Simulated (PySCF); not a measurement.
C4H5F2OS (doublet state).
Atom-mapped SMILES: `[F:1][CH:2]([F:3])[O:4][C@@H:5]1[CH2:6][CH:7][S:8]1` (hydrogens: H9 on C2; H10 on C5; H11, H12 on C6; H13 on C7)

Cartesian coordinates in Å at the GFN2-xTB level; atoms count from 1:
```xyz
13
C4H5F2OS angstrom
F      1.9982   -1.4175    1.4174
C      2.0115   -0.5277    0.3924
F      3.0496   -0.8507   -0.3791
O      0.8821   -0.6174   -0.3519
C     -0.2753   -0.1650    0.2811
C     -1.4808   -0.1119   -0.6597
C     -1.7844    1.3085   -0.3367
S     -0.3456    1.6724    0.5519
H      2.1795    0.4761    0.8310
H     -0.4444   -0.6825    1.2306
H     -1.1597   -0.2859   -1.6923
H     -2.2732   -0.8266   -0.4248
H     -2.3618    2.0285   -0.8776
```

The hyperfine couplings belong to this conformer and change with its torsions.

The calculation used PySCF, UKS B3LYP, pcH-1 on C F H O S, non-relativistic, mean-field spin-orbit, GIAO. Isolated species at its GFN2-xTB geometry (one conformer only). The geometry wasn't refined by DFT: couplings that depend on bond lengths, twists or pyramidal angles can differ widely from those at the functional's own minimum. No stability test was run, so a lower SCF solution isn't excluded.

What is the g tensor, term by term?

| Δg (ppt) | 1 | 2 | 3 |
| --- | --- | --- | --- |
| relativistic mass correction | -0.17 | -0.17 | -0.17 |
| gauge correction | 0.00 | 0.02 | 0.03 |
| orbital Zeeman/spin–orbit | -0.23 | -0.02 | 6.99 |
| total | -0.40 | -0.17 | 6.85 |

So g = 2.00192, 2.00215, 2.00917 and g_iso = 2.00441; the tensor is close to axial: the two nearest values differ by 3 % of g3 − g1. 

Average each term over the three axes. Which is largest in size?

The orbital-Zeeman/spin–orbit term 2.25, the mass correction -0.17 and the gauge correction 0.02 ppt, for a total of 2.09 ppt. The orbital-Zeeman/spin–orbit term is the largest in size. The mass correction is the same along every axis, so the anisotropy comes from the other two: their spans along these axes are 0.03 (gauge) and 7.22 ppt (orbital Zeeman/spin–orbit).

What are the electron Larmor frequencies g μB B/h along the three axes at 1200 mT?

33.6232, 33.6270, 33.7450 GHz for g1, g2 and g3, a range of 121.7 MHz.

In a frozen sample, at which fields do the three g values resonate at 9.5, 34, 94 and 263 GHz (hyperfine left aside), and which band first spreads them over more than twice a line width of 0.5 mT?

```json
{"band": "X", "GHz": "9.5", "B(g3) mT": "337.83", "B(g2) mT": "339.01", "B(g1) mT": "339.05", "spread mT": "1.22"}
{"band": "Q", "GHz": "34.0", "B(g3) mT": "1209.07", "B(g2) mT": "1213.31", "B(g1) mT": "1213.45", "spread mT": "4.38"}
{"band": "W", "GHz": "94.0", "B(g3) mT": "3342.72", "B(g2) mT": "3354.44", "B(g1) mT": "3354.82", "spread mT": "12.10"}
{"band": "J", "GHz": "263.0", "B(g3) mT": "9352.51", "B(g2) mT": "9385.31", "B(g1) mT": "9386.37", "spread mT": "33.86"}
```

The spread grows in proportion to the frequency. X band is the first where it exceeds 1.0 mT.

The Mulliken spin populations are largest on C7 (+0.84), S8 (+0.18) and C6 (-0.06). The angles at C7 add up to 352.8°, so it is slightly pyramidal.

The HOMO–LUMO gaps are 4.47 eV among the α and 6.04 eV among the β orbitals.
